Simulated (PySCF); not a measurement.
**Working out the excitation energy of Cl**

Cl [Ne] 3s2 3p5 (2P) → Cl [Ne] 3s1 3p6 (2S). Calculation: PySCF 2.14, in aug-cc-pV(D+d)Z (5s4p3d, 32 functions); no relativity, point nucleus. Frozen: [Ne]. Energies in hartree (1 hartree = 27.21139 eV):

| part | Cl (lower) | Cl (upper) |
| --- | --- | --- |
| UHF | -459.473057 | -458.908698 |
| CCSD correlation | -0.142362 | -0.292184 |
| (T) | -0.002656 | -0.019593 |

**Question.** What does Hartree-Fock give?

**Answer.** (-458.908698) − (-459.473057) = 0.564359 hartree = 15.357 eV.

**Question.** What do CCSD and CCSD(T) give?

**Answer.** The CCSD correlation energies differ by -0.149822 hartree = -4.077 eV and the triples by -0.016937 hartree = -0.461 eV, so CCSD gives 11.280 eV and CCSD(T) 10.819 eV.

Measured between the centres of the two terms (NIST): 10.586 eV, so CCSD(T) (valence) is off by 0.233 eV.

The coupled-cluster amplitudes are large, so a single reference is strained.

What remains against the reference includes basis incompleteness, the frozen core and higher excitations.
